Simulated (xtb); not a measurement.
CCl2F (SMILES F[C](Cl)Cl), doublet, from a rough starting geometry; xtb 6.7.1 with GFN2-xTB.

Input for xtb:
```
$ xtb mol.xyz --gfn 2 --uhf 1 --opt vtight --json

# file mol.xyz
4

F     -0.03348714     1.38156758    -0.13500915
C      0.03011529     0.05356629     0.20328206
Cl     1.41775476    -0.67227199    -0.05548988
Cl    -1.40007644    -0.76808425    -0.13193758
```

What the program printed (banner, timings and long lists left out):

```
   ID    Z sym.   atoms
    1    9 F      1
    2    6 C      2
    3   17 Cl     3, 4

           -------------------------------------------------
          |                Calculation Setup                |
           -------------------------------------------------

           -------------------------------------------------
          |                 G F N 2 - x T B                 |
           -------------------------------------------------

          ...................................................
          :                      SETUP                      :
          :.................................................:
          :  # basis functions                  28          :
          :  # atomic orbitals                  26          :
          :  # shells                           10          :
          :  # electrons                        25          :
          :  max. iterations                   250          :
          :  Hamiltonian                  GFN2-xTB          :
          :  restarted?                      false          :
          :  GBSA solvation                  false          :
          :  PC potential                    false          :
          :  electronic temp.          300.0000000     K    :
          :  accuracy                    1.0000000          :
          :  -> integral cutoff          0.2500000E+02      :
          :  -> integral neglect         0.1000000E-07      :
          :  -> SCF convergence          0.1000000E-05 Eh   :
          :  -> wf. convergence          0.1000000E-03 e    :
          :  Broyden damping             0.4000000          :
          :  net charge                          0          :
          :  unpaired electrons                  1          :
          ...................................................

 iter      E             dE          RMSdq      gap      omega  full diag
   1    -15.9013172 -0.159013E+02  0.434E+00    4.29       0.0  T
   2    -15.9177128 -0.163956E-01  0.272E+00    4.71       1.0  T
   3    -15.9198562 -0.214335E-02  0.139E+00    4.55       1.0  T
   4    -15.9206172 -0.761003E-03  0.188E-01    4.61       1.0  T
   5    -15.9206356 -0.184743E-04  0.117E-01    4.60       1.0  T
   6    -15.9206512 -0.155138E-04  0.750E-02    4.61       1.0  T
   7    -15.9206617 -0.105131E-04  0.571E-02    4.61       1.0  T
   8    -15.9206741 -0.123969E-04  0.157E-02    4.61       3.2  T
   9    -15.9206744 -0.317638E-06  0.925E-03    4.61       5.4  T
[...]
         :: total energy             -15.887743284999 Eh    ::
 * total energy  :   -15.8877433 Eh     change       -0.1586695E-09 Eh
 * total energy  :   -15.8915185 Eh     change       -0.3775240E-02 Eh
 * total energy  :   -15.8937944 Eh     change       -0.2275875E-02 Eh
 * total energy  :   -15.8940503 Eh     change       -0.2559368E-03 Eh
 * total energy  :   -15.8941247 Eh     change       -0.7433578E-04 Eh
 * total energy  :   -15.8941466 Eh     change       -0.2188100E-04 Eh
 * total energy  :   -15.8941504 Eh     change       -0.3808538E-05 Eh
 * total energy  :   -15.8941509 Eh     change       -0.5578918E-06 Eh
 * total energy  :   -15.8941510 Eh     change       -0.7764263E-07 Eh
   *** GEOMETRY OPTIMIZATION CONVERGED AFTER 9 ITERATIONS ***
         :: total energy             -15.894150998066 Eh    ::
[...]
        23                         -0.0118916              -0.3236
        24                          0.1137682               3.0958
       ...                                ...                  ...
        26                          0.1852153               5.0400
      -------------------------------------------------------------
                  HL-Gap            0.1670980 Eh            4.5470 eV
             Fermi-level           -0.3550825 Eh           -9.6623 eV

     #   Z          covCN         q      C6AA      α(0)
     1   9 F        0.839    -0.154    10.767     3.877
     2   6 C        2.567     0.222    23.377     7.904
     3  17 Cl       1.039    -0.034   100.239    15.317
     4  17 Cl       1.039    -0.034   100.245    15.318

 Mol. C6AA /au·bohr⁶  :        786.143120
 Mol. C8AA /au·bohr⁸  :      28384.086282
 Mol. α(0) /au        :         42.415598

Wiberg/Mayer (AO) data.
largest (>0.10) Wiberg bond orders for each atom

 ---------------------------------------------------------------------------
     #   Z sym  total        # sym  WBO       # sym  WBO       # sym  WBO
 ---------------------------------------------------------------------------
     1   9 F    1.189 --     2 C    1.054
     2   6 C    3.338 --     3 Cl   1.142     4 Cl   1.142     1 F    1.054
     3  17 Cl   1.304 --     2 C    1.142
     4  17 Cl   1.303 --     2 C    1.142
 ---------------------------------------------------------------------------

Topologies differ in total number of bonds
Writing topology from bond orders to xtbtopo.mol

molecular dipole:
                 x           y           z       tot (Debye)
 q only:        0.004      -0.273       0.153
   full:        0.012      -0.403      -0.031       1.027
molecular quadrupole (traceless):
                xx          xy          yy          xz          yz          zz
 q only:        0.042       0.020      -0.905      -0.023       0.154       0.863
  q+dip:        0.891       0.068      -2.020      -0.019       0.469       1.129
   full:        1.310       0.079      -2.130      -0.005       0.600       0.820

optimized geometry written to: xtbopt.xyz

           -------------------------------------------------
          | TOTAL ENERGY              -15.894150998066 Eh   |
          | GRADIENT NORM               0.000130663228 Eh/α |
          | HOMO-LUMO GAP               4.546968193410 eV   |
           -------------------------------------------------

normal termination of xtb
```
